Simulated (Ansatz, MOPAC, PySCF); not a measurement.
Dissociation curve of SMILES C=[SiH2] (CH4Si). The C1–Si4 bond (C1 also carries H, H; Si4 carries H, H) is stretched with both fragments frozen at the PBE0/def2-TZVP optimised geometry.

- RMP2 = MP2 on RHF/cc-pVTZ, frozen core (Ansatz, a first-principles code)
- PM6, restricted, heats of formation (MOPAC)
- UMP2 = MP2 on UHF/cc-pVTZ, frozen core run with Ansatz
- UMP2/3-21G = unrestricted MP2 (frozen core)/3-21G in PySCF 2.14.0
- RCCSD(T) = CCSD(T) on RHF/cc-pVTZ, frozen core run with Ansatz

Energies are in mEh, each relative to the lowest point of its own curve near equilibrium.

```
R / Å   RMP2    PM6   UMP2  UMP2/3-21G  RCCSD(T)
-----  -----  -----  -----  ----------  --------
1.37   129.8   79.6  123.1       140.4     132.6
1.44    72.3   46.8   65.6        76.2      74.6
1.52    31.2      ?      ?        28.3      32.9
1.58    13.2      ?    6.5        10.4      14.3
1.63     4.6      ?    0.0         3.8       5.3
1.70     0.0    0.0    4.5         0.0       0.0
1.78     2.6    4.7   13.1           ?       1.8
1.79     3.4    5.7   14.4         2.1       2.5
1.88    13.9   18.4   27.4         9.7      11.9
1.97    28.6   35.7   42.5        20.7      25.7
2.11    55.9   67.6   68.0        41.8      51.4
2.29    92.6  111.5  103.2        72.2         —
2.54   138.6  169.8  151.1       112.9         —
2.80       —      —  182.3       213.3         —
3.02       —      —  195.7           —         —
3.41       —      —  206.0           —         —
3.68       —      —      ?           —         —
4.10       —      —  210.5           —         —
4.54       —      —  211.1           —         —
5.05       —      —  211.4           —         —
5.86       —      —  211.6           —         —
```

Problem. Fill in the missing entries.

Solution. 
- 1.52, PM6: 20.4
- 1.52, UMP2: 24.5
- 1.58, PM6: 8.0
- 1.63, PM6: 2.2
- 1.78, UMP2/3-21G: 1.6
- 3.68, UMP2: 208.7

A dash means that the run gave no value there, or that the column was ended at a point which the program doubted or which failed a test of continuity chosen for this set; such a test can also cut sound points.

The restricted form behind RMP2, PM6 keeps the bonding electrons paired and can't separate into open-shell fragments. The T1 diagnostic of CCSD on the restricted reference of RMP2, RCCSD(T) exceeds 0.045 at 2.80 Å. The unrestricted determinant behind UMP2 is spin-contaminated at 1.63 to 5.86 Å (<S²> up to 2.0, against 0.00 for a pure singlet). The unrestricted determinant behind UMP2/3-21G is spin-contaminated at 1.58 to 5.86 Å (<S²> up to 1.6, against 0.00 for a pure singlet).
